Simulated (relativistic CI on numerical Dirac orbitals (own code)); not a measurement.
## One change at a time: Ag15+

Base calculation: Dirac-Coulomb-Breit CI, orbitals from a KLI potential per configuration, a model potential for QED, unscaled Slater integrals.

Configuration list (outside the closed core [Ar] 3d10): 4s2.4p2, 4s.4p3, 4p4, 4s2.4p.4d, 4s.4p2.4d, 4s2.4p.4f, 4s.4p2.4f, 4p3.4d, 4s.4p.4d2, 4s2.4p.5s, 4s2.4d.4f, 4p3.4f, 4s2.4p.5p, 4p3.5s, 4s.4p2.5s, 4s.4p.4d.5s, 4s2.4p.5d, 4s.4p2.5p, 4s2.4f.5s, 4p2.4d.4f, 4s2.4p.5f, 4s.4p.4f2, 4s2.4p.6s, 4s2.4p.5g, 4s.4p2.5d, 4s2.4p.6p, 4s.4p.5s2, 4s2.4d2, 4s.4d3, 4s.4d2.4f, 4p2.4d2, 4p.4d3, 4p.4d2.4f, 4p.4d2.5s, 4s2.4f2, 4s.4d.4f2, 4s.4f3, 4p2.4f2, 4p.4d.4f2, 4p.4f3, 4p.4f2.5s, 4s2.4d.5s, 4s.4d2.5s, 4s.4d.4f.5s, 4s.4p.4d.4f, 4s2.5s2, 4s.4d.5s2, 4s.4f.5s2, 4p2.4d.5s, 4p.4d.4f.5s, 4p.4d.5s2, 4s.4p.4f.5s, 4s.4f2.5s. Double excitations out of closed p, d and f shells are left out; levels of such configurations are missing from the list, as are those of other unlisted configurations, and high levels can miss mixing partners. These lack a partner that the ground configuration has and come out too high: 4s.4p2.5p, 4s.4p2.5d, 4s2.4p.5p, 4s2.4p.5d, 4s2.4p.5f.

The lowest level and the first level of each name with at least 55 % of one term (blank where a level has no safe partner in the second run):

| Level | Base (cm⁻¹) | Shift (cm⁻¹) |
| --- | --- | --- |
| 4s2.4p2 3P_0 | 0 | 0 |
| 4s2.4p2 3P_1 | 42415 | -5 |
| 4s2.4p2 3P_2 | 57011 | -11 |
| 4s2.4p2 1D_2 | 111852 | -17 |
| 4s2.4p2 1S_0 | 151211 | -20 |
| 4s.4p3 5S°_2 | 304592 | +15 |
| 4s.4p3 3D°_1 | 368232 | +2 |
| 4s.4p3 3D°_2 | 374362 | +2 |
| 4s.4p3 3D°_3 | 391025 | 0 |
| 4s.4p3 3P°_0 | 425047 | +5 |
| 4s.4p3 3P°_1 | 431705 | +4 |
| 4s.4p3 3S°_1 | 491327 | +19 |
| 4s2.4p.4d 3F°_2 | 550027 | -90 |
| 4s2.4p.4d 3F°_3 | 572417 | -94 |

At this charge energies of transitions that change n are usually good to better than 1 %, and those within a shell (Δn = 0) to a few per cent.

Problem. One thing was changed in a second run, which moved the levels as shown. Which?
A. one mean potential for all configurations
B. configuration mixing switched off
C. QED terms removed
D. Breit term removed

Solution. A. One mean potential for all configurations. One potential for all configurations removes the relaxation of the orbitals, which moves whole configurations and changes the integrals a little.

LS names give the leading component of a level, which can be under half, so a name can repeat, a term be missing and a line seem to break the LS rules.
